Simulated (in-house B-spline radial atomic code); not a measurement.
The numbers below are computed, except where a source is named.
## Weak and strong correlation along the adiabatic connection

Two-electron singlets in several external potentials (atomic units), by full CI in B-splines with partial waves to l = 8 (correlation energies up to 0.6 % small). The repulsion is scaled by λ at fixed density; W(λ) is the mean repulsion less the Hartree energy, W(0) = E_x, and the area under W from 0 to 1 is E_xc.

Relative drop (W(λ) − E_x)/E_x:

```tsv
system	λ = 0.12	λ = 0.25	λ = 0.4	λ = 0.6	λ = 0.8	λ = 1
−Z/r, Z = 1.1	0.0280	0.0544	0.0807	0.1102	0.1348	0.1556
−V exp(−r²/w²), V = 0.689, w = 12.4	0.0559	0.1010	0.1396	0.1767	0.2034	0.2236
−Z exp(−kr)/r, Z = 1.46, k = 0.168	0.0177	0.0353	0.0538	0.0758	0.0953	0.1125
ω²r²/2 − Z/r, ω = 0.669, Z = 1.5	0.0111	0.0225	0.0348	0.0499	0.0639	0.0767
−Z/r, Z = 7.34, wall at 0.761 bohr	0.0025	0.0051	0.0082	0.0121	0.0160	0.0198
ω²r²/2 − Z/r, ω = 0.0801, Z = 0.3	0.0449	0.0831	0.1175	0.1525	0.1790	0.1998
−V exp(−r²/w²), V = 27.8, w = 1.04	0.0061	0.0125	0.0196	0.0287	0.0374	0.0457
```

(1) Order the systems by how far second-order (GL2) theory, half the initial slope (estimated from the first points of each curve), overshoots the correlation energy, least first.
A. −Z/r, Z = 1.1
B. ω²r²/2 − Z/r, ω = 0.0801, Z = 0.3
C. −Z/r, Z = 7.34, wall at 0.761 bohr
D. −Z exp(−kr)/r, Z = 1.46, k = 0.168
E. ω²r²/2 − Z/r, ω = 0.669, Z = 1.5
F. −V exp(−r²/w²), V = 27.8, w = 1.04
G. −V exp(−r²/w²), V = 0.689, w = 12.4

(2) What else changes along this order?

## Answers

(1) C (GL2/E_c = 1.03), F (GL2/E_c = 1.08), E (GL2/E_c = 1.16), D (GL2/E_c = 1.24), A (GL2/E_c = 1.38), B (GL2/E_c = 1.69), G (GL2/E_c = 1.85).

(2) The ratio follows the bend of the curve. With it the leading natural occupation goes from 1.999 to 1.804 and −T_c/E_c from 0.97 to 0.54 between the first and the last.
